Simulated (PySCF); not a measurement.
Cartesian coordinates in Å; atom numbers follow the order of the lines, from 1:
```xyz
17

C     3.386   -0.224   -0.220
O     1.998   -0.496   -0.270
C     1.211    0.451    0.223
O     1.617    1.488    0.688
C    -0.247    0.104    0.148
C    -1.156    1.027    0.672
C    -2.512    0.722    0.611
C    -2.897   -0.483    0.031
C    -1.904   -1.332   -0.463
N    -0.608   -1.051   -0.407
H     3.633    0.665   -0.820
H     3.887   -1.109   -0.627
H     3.712   -0.041    0.815
H    -0.780    1.952    1.110
H    -3.257    1.415    1.011
H    -3.949   -0.767   -0.041
H    -2.177   -2.287   -0.926
```

- geometry: PBE0-D3(BJ)/def2-SVP
- GIAO PBE0/pcSseg-1 shieldings
- code: PySCF 2.14
- non-relativistic, gas phase, one conformer, equivalent nuclei averaged

Referencing at the same level of theory: TMS for 13C (σ = 184.41 ppm) and 1H (σ = 31.27 ppm); H2O for 17O (σ = 334.56 ppm); 15N (σ = 265.67 ppm) against NH3.

```tsv
atoms	nucleus	count	Hirshfeld charge	δ (ppm)
C1	13C	1	-0.03	52.6
H11/H12/H13	1H	3	0.05	?
C9	13C	1	0.02	154.7
C7	13C	1	-0.03	?
C5	13C	1	0.04	152.5
O4	17O	1	-0.26	413.9
H16	1H	1	0.06	?
C3	13C	1	0.20	170.6
H17	1H	1	0.05	8.83
N10	15N	1	-0.15	363.9
H14	1H	1	0.06	8.44
O2	17O	1	-0.09	?
H15	1H	1	0.06	?
C8	13C	1	-0.04	131.6
C6	13C	1	-0.04	131.5
```

Fill in the missing shifts.

Answers


- C7: 141.5 ppm, aromatic CH
- H15: 7.87 ppm, hydrogen on an aromatic CH; ring-current deshielding
- H16: 7.32 ppm, hydrogen on an aromatic CH; it sits in the deshielding region of the aromatic ring current
- H11/H12/H13: 3.92 ppm, hydrogen on a methyl carbon bonded to O; its carbon carries O, an electronegative neighbour
- O2: 183.9 ppm, ester alkoxy oxygen

Shifts are as computed. Against solution values, carbons near 30 ppm lie about +2 ppm off and those near 130 ppm about +5 ppm. Of 1211 compounds with measured shifts, 218 miss one by over three times the rms of a fit or turn the order of signals round; such compounds aren't used in these exercises. Unscaled 17O shifts of doubly bonded oxygen tend to come out too high, by tens of ppm or more. Experimental scales use liquid or dissolved standards, which lie at an offset from isolated NH3 (liquid NH3: subtract about 20 ppm) and H2O (liquid H2O: subtract about 36 ppm). Unscaled 15N shifts of sp2 nitrogen come out 20 to 40 ppm too high even then.
